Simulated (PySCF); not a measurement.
C₃H₆, SMILES C1CC1. Geometry: PBE-D3(BJ)/def2-TZVP.

Computed equilibrium geometry at PBE-D3(BJ)/def2-TZVP (PySCF confirms it by a frequency run) as Cartesian coordinates in Å, and its point group:
point group D3h.
```xyz
9

C      0.8706     0.0000     0.0000
C     -0.4353    -0.7540     0.0000
C     -0.4353     0.7540     0.0000
H      1.4620     0.0000     0.9154
H      1.4620     0.0000    -0.9154
H     -0.7310    -1.2662    -0.9154
H     -0.7310    -1.2662     0.9154
H     -0.7310     1.2662     0.9154
H     -0.7310     1.2662    -0.9154
```
Charge 0, spin multiplicity 1.
